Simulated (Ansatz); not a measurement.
Relaxation of a periodic cell of 38 atoms, H$_{12}$C$_{5}$S$_{2}$ (contents 2 CS2 + 4 C2H6, density as packed 0.72 g/cm³ with natural masses), to a largest force component of 0.3 eV/Å in at most 15 steps.

Method: Ansatz, DFT PBE-D3(BJ), scalar-relativistic, plane waves, PAW. Settings: accuracy low, cutoff 420 eV, k mesh 1x1x1, fermi-dirac smearing 0.02 eV, no spin polarisation.

```xyz
38
Lattice="8.5490 0.0000 0.0000 0.0000 8.5490 0.0000 0.0000 0.0000 8.5490" Properties=species:S:1:pos:R:3
S 4.902 6.505 2.532
C 5.736 5.381 1.839
S 6.569 4.258 1.146
S 2.989 8.520 8.033
C 4.144 8.140 7.054
S 5.299 7.760 6.075
C 8.289 1.379 4.148
C 8.636 0.846 2.763
H 8.010 2.435 4.107
H 7.450 0.831 4.584
H 9.138 1.287 4.831
H 8.915 -0.210 2.805
H 7.788 0.939 2.080
H 9.475 1.395 2.327
C 1.297 3.892 6.597
C 0.726 4.652 7.789
H 0.571 3.179 6.199
H 1.571 4.574 5.788
H 2.193 3.332 6.878
H 1.452 5.365 8.187
H -0.170 5.211 7.508
H 0.452 3.970 8.598
C 8.997 1.247 7.838
C 7.685 1.583 7.138
H 9.103 1.809 8.770
H 9.053 0.184 8.083
H 9.855 1.488 7.206
H 7.580 1.022 6.206
H 6.827 1.342 7.770
H 7.629 2.647 6.893
C 4.554 2.081 4.856
C 3.450 1.097 4.489
H 5.169 2.328 3.987
H 4.139 3.015 5.245
H 5.214 1.667 5.623
H 2.835 0.850 5.359
H 2.790 1.511 3.723
H 3.866 0.164 4.101
```

Question: Where does it end, and by what steps?

Answer: The forces met the threshold. The threshold is loose, so the end isn't yet a minimum. The force dipped under the threshold on the way, but the program's further checks kept it going. Limits of this set-up: coarse k mesh, low accuracy level. After 5 steps the energy has fallen by 1.101 eV; S6 moved furthest, 0.67 Å.

| step | energy less start (eV) | largest force component (eV/Å) | accepted |
| --- | --- | --- | --- |
| 0 | 0.0000 | 0.737 | yes |
| 1 | -0.5083 | 0.315 | yes |
| 2 | -0.7997 | 0.464 | yes |
| 3 | -0.9956 | 0.409 | yes |
| 4 | -1.1006 | 0.266 | yes |
| 5 | -1.1006 | 0.271 | yes |

```xyz
38
Lattice="8.5490 0.0000 0.0000 0.0000 8.5490 0.0000 0.0000 0.0000 8.5490" Properties=species:S:1:pos:R:3
S 4.997 6.550 2.730
C 5.657 5.326 2.011
S 6.313 4.105 1.288
S 3.468 8.411 8.214
C 4.440 7.757 7.176
S 5.408 7.102 6.132
C 8.168 1.286 4.029
C 8.625 0.826 2.654
H 7.932 2.360 4.045
H 7.263 0.752 4.342
H 8.943 1.111 4.790
H 8.868 -0.246 2.651
H 7.840 0.987 1.900
H 9.522 1.367 2.323
C 1.465 4.111 6.538
C 0.840 4.826 7.732
H 0.751 3.432 6.058
H 1.802 4.824 5.777
H 2.332 3.510 6.842
H 1.541 5.535 8.191
H -0.060 5.387 7.445
H 0.540 4.114 8.513
C 8.920 1.110 7.783
C 7.501 1.518 7.397
H 9.315 1.732 8.603
H 8.959 0.064 8.112
H 9.620 1.216 6.934
H 7.123 0.894 6.573
H 6.798 1.400 8.241
H 7.453 2.561 7.061
C 4.546 2.195 4.820
C 3.413 1.246 4.444
H 5.187 2.415 3.957
H 4.160 3.149 5.201
H 5.183 1.761 5.601
H 2.783 1.010 5.312
H 2.765 1.677 3.673
H 3.801 0.294 4.061
```

Whether the end is a true minimum wasn't checked by a vibrational analysis.

Time of the run: 12 s on 1 thread of Intel(R) Xeon(R) 6975P-C (Granite Rapids), on a shared host, peak memory 0.57 GiB.
